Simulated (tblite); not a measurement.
C3H10OSi2.
Cartesian coordinates in Å at the GFN2-xTB level; atoms count from 1:
```xyz
16
C3H10OSi2 angstrom
C      2.511    0.092    0.286
Si     0.692    0.097    0.797
C     -0.395   -1.217   -0.063
C     -1.758   -0.564   -0.343
Si    -1.457    1.301   -0.614
O     -0.043    1.442    0.200
H      3.019    0.963    0.687
H      3.013   -0.789    0.671
H      2.633    0.105   -0.793
H      0.507    0.138    2.251
H      0.065   -1.502   -1.012
H     -0.519   -2.138    0.507
H     -2.399   -0.694    0.532
H     -2.266   -1.060   -1.170
H     -1.195    1.664   -2.004
H     -2.416    2.170    0.057
```

Computed values, GFN2-xTB/tblite, gas phase, harmonic and unscaled. Against measured fundamentals such values can be off by several per cent, at times by over 20. Modes of hydrogen on silicon can be 10 to 20 % off. One conformer, not necessarily the lowest.

Harmonic wavenumbers (cm⁻¹): 82.9, 107.0, 128.8, 164.4, 241.5, 341.1, 394.8, 480.0, 575.4, 593.6, 630.8, 655.0, 677.9, 691.9, 740.6, 763.5, 775.0, 805.4, 818.1, 832.8, 850.5, 925.9, 1041.3, 1060.9, 1136.0, 1262.6, 1276.8, 1370.2, 1480.3, 1480.6, 1487.7, 1495.9, 2235.0, 2273.1, 2304.9, 2953.2, 2966.1, 2983.9, 2993.3, 3038.5, 3052.8, 3058.3.

A = 4057, B = 1809, C = 1420 MHz; mass 118.027 u (most abundant isotopes); point group C1, symmetry number 1.

What is the zero-point energy?

½Σν̃ = 26614 cm⁻¹ = 318.37 kJ/mol.

Give the ideal-gas entropy at 350 K and 1 bar in the rigid-rotor, harmonic-oscillator model (classical rotation).

Translation 171.69, rotation 118.42, vibration 109.62: S = 399.7 J/(mol K).

And Cp and H(350 K) − H(0)?

Cp = 163.00 J/(mol K), of which vibrations give 129.74 (their classical limit is 42 R = 349.2); H(350 K) − H(0) = 33.11 kJ/mol without the zero-point energy, 21.47 from vibrations.

What must be added to the electronic energy to get the Gibbs energy at 350 K and 1 bar?

ZPE + [H(350 K) − H(0)] − T·S = 318.37 + 33.11 − 139.90 = 211.58 kJ/mol.

How do the functions run with temperature in this model?

```
T (K)  S (J/(mol K))  Cp (J/(mol K))  H − H(0) (kJ/mol)  G − H(0) (kJ/mol)  ln q(vib)
  100          270.3            65.8               4.75             -22.28       0.92
  200          326.5           102.6              13.07             -52.23       2.76
  300          376.1           144.1              25.43             -87.39       4.76
  500          466.0           208.8              61.19            -171.81       9.01
  800          578.1           267.3             133.40            -329.05      15.27
 1000          640.6           292.8             189.55            -451.05      19.16
```

q(vib) and H(0) count from the zero-point level.

Hindered rotation and anharmonicity are outside this model. Other conformers, if any are populated, would add a mixing term that is left out. The structure is chiral; the term R ln 2 for an equal mix with its mirror image is left out.

Time: 0.48 s of wall time. Hardware: one thread of an Arm Neoverse V2, on a shared host. The figure is for the frequency step alone.
